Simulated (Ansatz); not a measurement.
The same group exchange along the group Mg, Zn, Cd.

Isolated molecules relaxed with PBE0-D4/def2-TZVP in Ansatz; ΔE leaves out vibrations. CBS: MP2 limit from def2 TZ/QZ plus the TZ coupled-cluster correction, frozen cores. DFT in def2-TZVPP. def2 core potentials past Kr. For Cd, Mg, Zn outer-core shells are correlated without core-valence functions, which leaves a few kJ/mol of doubt a bond. Scalar relativity is left out up to krypton. Each species was taken in one conformer, which may not be the lowest.

| reaction | CCSD(T)/CBS(def2) (kJ/mol) |
| --- | --- |
| `[OH][Mg][O][SiH3]` + `COC=O` → `C[O][Mg][OH]` + `O=CO[SiH3]` | ? |
| `[OH][Zn][O][SiH3]` + `COC=O` → `C[O][Zn][OH]` + `O=CO[SiH3]` | 55 |
| `[OH][Cd][O][SiH3]` + `COC=O` → `C[O][Cd][OH]` + `O=CO[SiH3]` | 53 |

Task: Fill in the missing values. (Estimate.)

Result: Ansatz gave: `[OH][Mg][O][SiH3]` + `COC=O` → `C[O][Mg][OH]` + `O=CO[SiH3]`: +62.8 kJ/mol.

Largest T1 diagnostic: 0.017, for `C[O][Zn][OH]`.
